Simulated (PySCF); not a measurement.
Isomers of C5H6F2.

All values: PBE0/6-31G (PySCF) at PBE0-D3(BJ)/def2-SVP geometries, gas phase, one conformer each.

Problem. Rank by the lowest Hirshfeld charge on any atom, lowest value first.
A. `[CH2:1]=[CH:2][C@@:3]1([F:4])[CH2:5][C@@H:6]1[F:7]` with C1–C2–C3–F4 -1°
B. `[CH2:1]=[C:2]([F:3])/[C:4]([F:5])=[CH:6]/[CH3:7]` with C1–C2–C4–F5 0°
C. `[F:1][CH:2]=[C:3]1[CH2:4][CH:5]([F:6])[CH2:7]1` with C2–C3–C4–C5 -153°, C3–C4–C5–F6 -137°, C4–C5–C7–C3 17°, C2–C3–C7–C5 153°

Solution. C (-0.134 e), B (-0.124 e), A (-0.108 e).

Problem. Rank by the highest Hirshfeld charge on any atom, lowest value first.
A. `[F:1][CH2:2][C@H:3]([F:4])[CH:5]1[CH:6]=[CH:7]1` with F1–C2–C3–F4 -175°, C2–C3–C5–C6 -142°
B. `C[C@@]1(F)CC=C1F`
C. `[CH2:1]=[CH:2][C:3](=[CH2:4])[CH:5]([F:6])[F:7]` with C1–C2–C3–C4 -175°, C2–C3–C5–F6 180°
D. `C1([C@@H](C)C=C1)(F)F`
E. `[CH2:1]=[CH:2]/[C:3]([F:4])=[C:5](\[CH3:6])[F:7]` with C1–C2–C3–F4 0°

Solution. E (+0.069 e), A (+0.084 e), B (+0.109 e), C (+0.157 e), D (+0.178 e).

Problem. Rank by the highest IAO charge on any atom, lowest value first.
A. `[CH2:1]=[CH:2][C@@:3]1([F:4])[CH2:5][C@@H:6]1[F:7]` with C1–C2–C3–F4 -1°
B. `C[C@H]1C=CC1(F)F`
C. `C[C@@]1(F)CC=C1F`
D. `[F:1][CH2:2][C@H:3]([F:4])[CH:5]1[CH:6]=[CH:7]1` with F1–C2–C3–F4 -175°, C2–C3–C5–C6 -142°
E. `[CH2:1]=[CH:2][C:3](=[CH2:4])[CH:5]([F:6])[F:7]` with C1–C2–C3–C4 -175°, C2–C3–C5–F6 180°
F. `[F:1][CH:2]=[C:3]1[CH2:4][CH:5]([F:6])[CH2:7]1` with C2–C3–C4–C5 -153°, C3–C4–C5–F6 -137°, C4–C5–C7–C3 17°, C2–C3–C7–C5 153°

Solution. F (+0.167 e), D (+0.182 e), A (+0.257 e), C (+0.275 e), E (+0.385 e), B (+0.512 e).

All values together:

| SMILES | μ (D) | HOMO (eV) | LUMO (eV) | lowest IAO charge (e) | highest IAO charge (e) | lowest Hirshfeld charge (e) | highest Hirshfeld charge (e) |
| --- | --- | --- | --- | --- | --- | --- | --- |
| C[C@H]1C=CC1(F)F | 2.70 | -8.01 | -0.23 | -0.440 (C) | +0.512 (C) | -0.124 (F) | +0.178 (C) |
| C=C[C@@]1(F)C[C@@H]1F | 2.96 | -7.13 | 0.28 | -0.339 (C) | +0.257 (C) | -0.108 (F) | +0.084 (C) |
| FC=C1CC(F)C1 | 1.50 | -7.00 | 0.43 | -0.304 (C) | +0.167 (H) | -0.134 (F) | +0.076 (C) |
| C=C/C(F)=C(\C)F | 3.05 | -6.35 | -0.66 | -0.455 (C) | +0.232 (C) | -0.098 (C) | +0.069 (C) |
| FC[C@H](F)C1C=C1 | 1.04 | -7.45 | 0.09 | -0.312 (F) | +0.182 (H) | -0.134 (F) | +0.084 (H) |
| C[C@@]1(F)CC=C1F | 2.50 | -7.41 | 0.29 | -0.454 (C) | +0.275 (C) | -0.135 (F) | +0.109 (C) |
| C=C(F)/C(F)=C/C | 0.74 | -6.68 | -0.71 | -0.440 (C) | +0.245 (C) | -0.124 (C) | +0.072 (C) |
| FCC1=C(F)CC1 | 2.08 | -7.11 | 0.36 | -0.305 (F) | +0.256 (C) | -0.141 (F) | +0.073 (C) |
| C=CC(=C)C(F)F | 2.28 | -7.03 | -0.97 | -0.310 (C) | +0.385 (C) | -0.110 (F) | +0.157 (C) |

Conformers: `[CH2:1]=[CH:2][C@@:3]1([F:4])[CH2:5][C@@H:6]1[F:7]` with C1–C2–C3–F4 -1°; `[F:1][CH:2]=[C:3]1[CH2:4][CH:5]([F:6])[CH2:7]1` with C2–C3–C4–C5 -153°, C3–C4–C5–F6 -137°, C4–C5–C7–C3 17°, C2–C3–C7–C5 153°; `[CH2:1]=[CH:2]/[C:3]([F:4])=[C:5](\[CH3:6])[F:7]` with C1–C2–C3–F4 0°; `[F:1][CH2:2][C@H:3]([F:4])[CH:5]1[CH:6]=[CH:7]1` with F1–C2–C3–F4 -175°, C2–C3–C5–C6 -142°; `[CH2:1]=[C:2]([F:3])/[C:4]([F:5])=[CH:6]/[CH3:7]` with C1–C2–C4–F5 0°; `[F:1][CH2:2][C:3]1=[C:4]([F:5])[CH2:6][CH2:7]1` with F1–C2–C3–C4 120°; `[CH2:1]=[CH:2][C:3](=[CH2:4])[CH:5]([F:6])[F:7]` with C1–C2–C3–C4 -175°, C2–C3–C5–F6 180°.
